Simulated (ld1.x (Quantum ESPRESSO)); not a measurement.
**Scattering properties, TM potential for titanium (Ti)**

Ti (Z = 22), norm-conserving Troullier–Martins (Kleinman–Bylander form), made with ld1.x (Quantum ESPRESSO) 7.5 (PW91, fully relativistic). Core [Ne] 3s2, reference 3p6 3d2.5 4s1.5 4p0. Waves: 3p (bound): rc 1.40 bohr; 3d (bound): rc 1.55 bohr; 4s (bound): rc 2.45 bohr. Local part: the s channel. Core correction: a·sin(br)/r model core inside 1.40 bohr.

Open shells are filled in proportion to 2j + 1 (rel_dist='average').

The phase is arctan(r·u′/u) with u = r·R(r), unwrapped; energies in Ry, scanned from -5 to 5 Ry. A pole is an energy at which the radial function vanishes at the test radius. The pseudo phase is shifted by a multiple of π to meet the all-electron one at the reference energy, and phase errors are pseudo minus all-electron; the curves can meet again beyond the range given. Levels narrower than the energy grid can be missing from the lists of poles.

Problem. For each channel, where are the poles, and over which energies does the pseudopotential scatter like the atom?

Solution.

| channel | radius (bohr) | reference energy (Ry) | poles, all-electron | poles, pseudo | unbroken range about the reference energy with phases within 0.05 rad | phase error 1 Ry above the reference energy (rad) |
| --- | --- | --- | --- | --- | --- | --- |
| s | 2.66 | -0.30 | -4.44, 2.31 | 1.85 | -4.3 to 1.7 | -0.029 |
| p1/2 | 2.66 | -2.76 | -2.70, 3.19 | -2.70 | below -1.0 | +0.019 |
| p3/2 | 2.66 | -2.71 | -2.65, 3.23 | -2.65 | below -0.9 | +0.020 |
| d3/2 | 2.66 | -0.22 | 0.08, 4.58 | 0.10 | below 0.5 | +0.079 |
| d5/2 | 2.66 | -0.21 | 0.08, 4.59 | 0.11 | below 0.5 | +0.079 |

Phases in the p3/2 channel:

```csv
E (Ry),all-electron,pseudo
-5.00,1.389,1.392
-4.74,1.383,1.386
-4.48,1.376,1.379
-4.22,1.368,1.371
-3.96,1.358,1.362
-3.70,1.345,1.350
-3.44,1.327,1.333
-3.18,1.295,1.303
-2.92,1.188,1.201
-2.66,-1.552,-1.550
-2.40,-1.747,-1.739
-2.14,-1.792,-1.780
-1.88,-1.822,-1.805
-1.62,-1.850,-1.828
-1.36,-1.880,-1.851
-1.10,-1.916,-1.876
-0.84,-1.962,-1.905
-0.58,-2.023,-1.941
-0.32,-2.110,-1.986
-0.06,-2.246,-2.044
0.20,-2.476,-2.124
0.46,-2.880,-2.238
0.72,-3.452,-2.410
0.98,-3.930,-2.679
1.24,-4.211,-3.073
1.50,-4.373,-3.522
1.76,-4.475,-3.882
2.02,-4.545,-4.120
2.28,-4.596,-4.273
2.54,-4.636,-4.375
2.80,-4.669,-4.448
3.06,-4.696,-4.502
3.32,-4.721,-4.544
3.58,-4.743,-4.578
3.84,-4.764,-4.605
4.10,-4.786,-4.628
4.36,-4.807,-4.648
4.62,-4.831,-4.666
4.88,-4.856,-4.682
```
